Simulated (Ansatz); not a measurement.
Basis sets compared for Al15N15H36, a nanocrystal cut from wurtzite AlN (hydrogen-capped). Charge 0, multiplicity 1. Geometry PBE-D4/def2-SVP. Ansatz on 4 threads of AMD EPYC 7R13 on a shared host and a share (37 GiB) of an NVIDIA H100 80GB HBM3; times are rough, and most runs start from earlier orbitals.

Cartesian coordinates in Å:
```
N 0.110 4.090 0.716
Al 1.868 3.354 1.291
Al 2.218 2.441 -1.670
N 2.128 1.815 0.157
Al 3.855 1.082 0.609
N 4.079 -0.447 -0.645
Al -1.387 2.871 0.906
N -1.181 2.297 2.768
Al -0.933 1.953 -1.904
N 0.760 1.453 -2.626
N -0.962 1.314 -0.113
Al 0.742 0.551 0.325
Al -1.002 0.373 3.030
N 0.640 -0.087 2.155
Al 1.140 -0.416 -2.615
N 1.039 -0.974 -0.799
Al 2.721 -1.825 -0.503
Al 1.033 -1.954 2.332
N 2.743 -2.189 1.422
N -2.307 0.931 -2.877
Al -2.387 0.034 0.112
N -2.317 -0.555 1.967
Al -2.131 -1.020 -2.815
N -0.340 -1.318 -3.552
N -2.040 -1.487 -0.991
Al -0.354 -2.290 -0.586
Al -2.070 -2.456 2.154
N -0.373 -2.778 1.299
Al -3.489 -2.795 -0.859
N -3.431 -3.320 1.068
H -0.061 4.970 1.228
H 0.230 4.384 -0.271
H 2.984 4.494 1.143
H 1.537 2.862 2.824
H 1.799 4.003 -1.759
H 3.592 1.954 -2.374
H 5.084 2.093 0.422
H 3.767 0.312 2.059
H 4.098 -0.038 -1.598
H 5.024 -0.843 -0.516
H -2.830 3.532 0.720
H -0.272 2.683 3.109
H -1.909 2.695 3.382
H -1.285 3.517 -2.021
H 0.860 1.828 -3.586
H -1.101 0.044 4.592
H 1.397 0.426 2.650
H 2.520 -0.832 -3.327
H 3.039 -3.178 -1.293
H 1.148 -2.527 3.820
H 3.362 -1.472 1.862
H 3.164 -3.104 1.642
H -2.407 1.278 -3.844
H -3.215 1.161 -2.432
H -3.812 0.722 -0.201
H -3.240 -0.338 2.382
H -3.245 -1.723 -3.720
H -0.304 -1.126 -4.565
H -0.156 -2.336 -3.481
H -0.044 -3.586 -1.494
H -2.169 -2.995 3.657
H -0.213 -3.800 1.343
H -4.918 -2.074 -1.045
H -3.110 -4.139 -1.663
H -4.362 -3.150 1.479
H -3.320 -4.345 1.122
```

Single mean-field runs in def2-SVP, def2-TZVP are fitted with def2-universal-jkfit.

Binding counts from free atoms (N quartet, Al doublet, H doublet) in the same basis, without a counterpoise term.

```csv
level,functions,energy (Eh),HOMO (eV),LUMO (eV),binding per atom (eV),wall time
PBE-D4/def2-SVP,660,-4476.2646,-6.00,-1.01,3.79,8.1 s
PBE0-D4/def2-SVP (with forces),660,-4476.7353,-7.23,-0.19,3.74,16 s
```

Estimate the rows for PBE-D4/def2-TZVP, PBE0-D4/def2-TZVP.


| level | functions | energy (Eh) | HOMO (eV) | LUMO (eV) | binding per atom (eV) | wall time |
| --- | --- | --- | --- | --- | --- | --- |
| PBE-D4/def2-TZVP | 1236 | -4478.4902 | -6.09 | -1.42 | 3.76 | 14 s |
| PBE0-D4/def2-TZVP | 1236 | -4478.9248 | -7.29 | -0.66 | 3.71 | 19 s |
